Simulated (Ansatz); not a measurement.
Worked example: C2H5FSn + SnH3(NH2) → C2H7NSn + SnH3F

Species: C2H5FSn `C[CH2][Sn][F]`, singlet; SnH3(NH2), singlet; C2H7NSn `C[CH2][Sn][NH2]`, singlet; SnH3F `[F][SnH3]`, singlet. The partners trade F for NH2; both sit on Sn, so the bond types are kept.

Shapes, held fixed at every level: PBE0-D4/def2-TZVP. Flexible molecules stand in one conformer, not always the lowest. Programs: Ansatz 0.2.0. The zero-point and thermal change to 298 K, harmonic and unscaled (PBE0-D4/def2-TZVP), is +0.7 kJ/mol.

At CCSD(T)/def2-TZVPP; 1 Eh = 2625.50 kJ/mol:

| species | energy (Eh) |
| --- | --- |
| C2H5FSn | -392.502730 |
| SnH3(NH2) | -271.311971 |
| C2H7NSn | -348.614554 |
| SnH3F | -315.202823 |

Task: Work out ΔH(298 K) of the reaction at this level.

Result: 
1. Products less reactants: (-348.614554) + (-315.202823) − [(-392.502730) + (-271.311971)] = -0.002676 Eh = -7.0 kJ/mol.
2. With the thermal change: -7.0 + (+0.7) = -6.3 kJ/mol.

Other levels give -11.3 (MP2/def2-SVP) to -3.7 kJ/mol (HF/def2-SVP). No measured value is set beside it here. For atoms past krypton def2 sets carry core potentials with scalar relativity. Correlated rows may include outer-core shells of Sn, which these sets cover unevenly.
